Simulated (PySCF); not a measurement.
PySCF job for BrH3O3Ti, SMILES [OH][Ti]([OH])([OH])[Br], multiplicity 1, HF/pcSseg-1. The structure is a stationary point at B3LYP-D3(BJ)/def2-SVP. The spin state was assumed, not searched. The structure was generated by enumeration; whether it is a known compound was not checked. The values are those of a single conformer.

```python
import numpy as np
from pyscf import gto, scf, dft
from pyscf.prop.nmr import rhf as nmr

mol = gto.M(
    atom='''
    Ti   -0.00000000   -0.00000000    0.79883631
    Br   -0.00000000    0.00000000   -1.59965794
    O     1.66575334    0.19236912    1.38195194
    H     2.14476959    0.94615423    1.74892749
    O    -0.66628012   -1.53876926    1.38195194
    H    -0.25299120   -2.33050206    1.74892750
    O    -0.99947321    1.34640015    1.38195194
    H    -1.89177839    1.38434785    1.74892750
    ''',
    basis='pcSseg-1',
    charge=0,
    spin=0,
    max_memory=1600,
    verbose=3,
)
mf = scf.RHF(mol)
mf.conv_tol = 1e-10
mf.max_cycle = 100
mf.kernel()
n = nmr.NMR(mf)
n.verbose = 2
n.max_cycle_cphf = 60
sigma = n.kernel()
print('atom   isotropic/ppm   span/ppm')
for i, s in enumerate(sigma):
    w = np.linalg.eigvalsh((s + s.T) / 2)
    print(f'{mol.atom_symbol(i):2s}{i + 1:3d} {w.mean():14.3f} {w[2] - w[0]:11.3f}')
```

Log of the run:

```
converged SCF energy = -3646.93137161537
atom   isotropic/ppm   span/ppm
Ti  1         99.836     213.322
Br  2       2120.057    1370.367
O   3          6.074     741.172
H   4         24.608      15.328
O   5          6.074     741.172
H   6         24.608      15.328
O   7          6.074     741.172
H   8         24.608      15.328
```

Self-consistency was reached.

Cost: about 60 core-seconds (a rough figure).
